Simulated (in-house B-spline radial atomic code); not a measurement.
RPA and G0W0 for Zn II (Zn+), [Ar] 3d10 4s1, highest spin, as one setting changes: the share of exact exchange in the PBE hybrid start. A dash marks a level of low quasi-particle weight. Computed with an all-electron radial atomic-structure program (B-spline basis): all electrons, scalar-relativistic (spin-free one-electron X2C), finite nucleus, each spin shell either full or empty, empty states to l = 9 with an (l + 1/2)⁻⁴ tail; G0W0 by contour deformation at full frequency.

RPA overbinds a lone outer s electron by self-correlation, and G0W0 tends to as well.

```json
{"share of exact exchange in the PBE hybrid start": "0", "mean-field level (eV)": "-14.515", "G0W0 level (eV)": "4s up -18.723", "RPA correlation (Eh)": "-2.2421"}
{"share of exact exchange in the PBE hybrid start": "0.1", "mean-field level (eV)": "-14.817", "G0W0 level (eV)": "4s up -18.665", "RPA correlation (Eh)": "-2.2129"}
{"share of exact exchange in the PBE hybrid start": "0.2", "mean-field level (eV)": "-15.118", "G0W0 level (eV)": "4s up -18.601", "RPA correlation (Eh)": "-2.185"}
{"share of exact exchange in the PBE hybrid start": "0.3", "mean-field level (eV)": "-15.418", "G0W0 level (eV)": "4s up -18.532", "RPA correlation (Eh)": "-2.1585"}
{"share of exact exchange in the PBE hybrid start": "0.4", "mean-field level (eV)": "-15.717", "G0W0 level (eV)": "4s up -18.462", "RPA correlation (Eh)": "-2.133"}
{"share of exact exchange in the PBE hybrid start": "0.5", "mean-field level (eV)": "?", "G0W0 level (eV)": "?", "RPA correlation (Eh)": "?"}
{"share of exact exchange in the PBE hybrid start": "0.6", "mean-field level (eV)": "-16.312", "G0W0 level (eV)": "4s up -18.320", "RPA correlation (Eh)": "-2.085"}
{"share of exact exchange in the PBE hybrid start": "0.7", "mean-field level (eV)": "-16.608", "G0W0 level (eV)": "4s up -18.249", "RPA correlation (Eh)": "-2.0623"}
{"share of exact exchange in the PBE hybrid start": "0.8", "mean-field level (eV)": "-16.903", "G0W0 level (eV)": "4s up -18.179", "RPA correlation (Eh)": "-2.0404"}
{"share of exact exchange in the PBE hybrid start": "0.9", "mean-field level (eV)": "?", "G0W0 level (eV)": "?", "RPA correlation (Eh)": "?"}
{"share of exact exchange in the PBE hybrid start": "1", "mean-field level (eV)": "-17.488", "G0W0 level (eV)": "4s up -18.043", "RPA correlation (Eh)": "-1.9988"}
```

**Question.** What belongs in the row for 0.5?

**Answer.** mean-field level (eV): -16.015; G0W0 level (eV): 4s up -18.391; RPA correlation (Eh): -2.1085.

**Question.** What belongs in the row for 0.9?

**Answer.** mean-field level (eV): -17.196; G0W0 level (eV): 4s up -18.110; RPA correlation (Eh): -2.0193.
